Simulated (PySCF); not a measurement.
Input file for PySCF: R-BP86/6-31G* on C4H10 (SMILES CCCC), a point of a torsion scan.

```python
from pyscf import gto, scf, dft, mp
from pyscf.data.elements import chemcore

mol = gto.M(
    atom='''
    C    -1.54348012   -0.27349866    0.44838116
    C    -0.76698530    0.56694601   -0.55903363
    C     0.67289422    0.06753163   -0.74718065
    C     0.83020822   -0.78464461   -2.00146049
    H    -1.07612100   -0.21994419    1.42920560
    H    -1.57082290   -1.31595585    0.13776839
    H    -2.56747185    0.08313023    0.53700419
    H    -0.75339067    1.60070347   -0.20607715
    H    -1.28460801    0.55807690   -1.51963662
    H     0.97618819   -0.50944783    0.12795740
    H     1.34991112    0.92136606   -0.82476563
    H     0.59738543   -0.20122651   -2.88954979
    H     0.16088664   -1.64190418   -1.96887946
    H     1.85054460   -1.15152136   -2.09049236
    ''',
    basis='6-31g*',
    cart=True,
    charge=0, spin=0, verbose=3, max_memory=1800)
mf = dft.RKS(mol, xc='b88,p86')
mf.conv_tol = 1e-8
mf.max_cycle = 100
mf.kernel()
if not mf.converged:
    mf = mf.newton().run(mf.mo_coeff, mf.mo_occ)
```

The log:

```
converged SCF energy = -158.435268143632
```

Self-consistency was reached.

Cost: about 2.2 core-seconds (a rough figure).
